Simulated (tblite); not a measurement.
C₅H₁₁PSeSi.
SMILES with atom numbers: `[CH3:1][P@@:2]1(=[Se:3])[CH2:4][CH2:5][CH:6]=[C:7]1[SiH3:8]` (hydrogens: H9, H10, H11 on C1; H12, H13 on C4; H14, H15 on C5; H16 on C6; H17, H18, H19 on Si8)

Cartesian coordinates in Å at the GFN2-xTB level; atoms count from 1:
```
atom  x, y, z in Å
C1    -0.668    2.046   -0.429
P2    -0.410    0.667    0.753
Se3   -0.147    1.306    2.726
C4    -1.768   -0.554    0.457
C5    -1.202   -1.600   -0.508
C6     0.291   -1.466   -0.535
C7     0.862   -0.394    0.009
Si8    2.692    0.023    0.162
H9    -0.819    1.672   -1.440
H10   -1.534    2.620   -0.100
H11    0.211    2.688   -0.395
H12   -2.667   -0.062    0.084
H13   -2.005   -0.999    1.427
H14   -1.586   -1.447   -1.522
H15   -1.485   -2.612   -0.208
H16    0.859   -2.242   -1.028
H17    3.081   -0.062    1.564
H18    2.881    1.379   -0.364
H19    3.405   -0.953   -0.661
```

Level: GFN2-xTB in tblite, geometry and Hessian alike; calculated harmonic values, unscaled, isolated species. Errors from tens to a few hundred cm⁻¹ against measured bands are possible. Modes of hydrogen on silicon can be 10 to 20 % off. One conformer, not necessarily the lowest.

Harmonic wavenumbers (cm⁻¹): 47.8, 63.3, 80.1, 126.1, 152.7, 163.4, 188.1, 194.0, 233.6, 313.2, 380.5, 423.2, 537.3, 563.6, 591.8, 642.7, 680.2, 748.5, 758.2, 764.3, 769.1, 782.8, 798.4, 845.0, 852.0, 932.2, 946.3, 996.5, 1076.5, 1087.3, 1157.4, 1209.9, 1236.2, 1291.5, 1296.2, 1409.9, 1425.5, 1429.0, 1467.2, 1645.8, 2242.6, 2270.2, 2320.9, 2931.5, 2957.0, 2970.7, 2973.6, 2989.5, 2998.2, 3006.6, 3063.5.

A = 1198, B = 788.0, C = 597.4 MHz; mass 209.953 u (most abundant isotopes); point group C1, symmetry number 1.

**Question.** What is the zero-point energy?

**Answer.** Half the sum of the wavenumbers: 30516 cm⁻¹ = 87.25 kcal/mol.

**Question.** Give the ideal-gas entropy at 400 K and 1 bar in the rigid-rotor, harmonic-oscillator model (classical rotation).

**Answer.** Translation 43.42, rotation 31.60, vibration 47.43: S = 122.4 cal/(mol K).

**Question.** And Cp and H(400 K) − H(0)?

**Answer.** Cp = 53.42 cal/(mol K), of which vibrations give 45.47 (their classical limit is 51 R = 101.3); H(400 K) − H(0) = 12.83 kcal/mol without the zero-point energy, 9.65 from vibrations.

**Question.** Blend soft modes into free rotors: weight 1/[1 + (100 cm⁻¹/ν̃)⁴] for the oscillator and the rest for a rotor with moment μB/(μ + B), μ = h/(8π²ν), B = 10⁻⁴⁴ kg m². What vibrational entropy results?

**Answer.** 43.64 cal/(mol K) in place of 47.43, which changes −T·S at 400 K by +1.52 kcal/mol.

**Question.** How do the functions run with temperature in this model?

**Answer.** 
| T (K) | S (cal/(mol K)) | Cp (cal/(mol K)) | H − H(0) (kcal/mol) | G − H(0) (kcal/mol) | ln q(vib) |
| --- | --- | --- | --- | --- | --- |
| 150 | 84.7 | 27.1 | 2.67 | -10.03 | 3.84 |
| 250 | 101.1 | 38.1 | 5.92 | -19.35 | 7.08 |
| 298.15 | 108.3 | 43.4 | 7.89 | -24.39 | 8.59 |
| 600 | 147.1 | 68.0 | 25.07 | -63.17 | 17.61 |
| 900 | 177.4 | 81.6 | 47.68 | -112.01 | 25.64 |

q(vib) and H(0) count from the zero-point level.

**Question.** Which modes carry the vibrational entropy at 400 K?

**Answer.** 47.8 cm⁻¹: 5.49; 63.3 cm⁻¹: 4.93; 80.1 cm⁻¹: 4.47; 126.1 cm⁻¹: 3.58; 152.7 cm⁻¹: 3.20; 163.4 cm⁻¹: 3.07 cal/(mol K); the other 45 give 22.70 together.

**Question.** What must be added to the electronic energy to get the Gibbs energy at 400 K and 1 bar?

**Answer.** ZPE + [H(400 K) − H(0)] − T·S = 87.25 + 12.83 − 48.98 = 51.10 kcal/mol.

Hindered rotation and anharmonicity are outside this model. Other conformers, if any are populated, would add a mixing term that is left out. The structure is chiral; the term R ln 2 for an equal mix with its mirror image is left out.
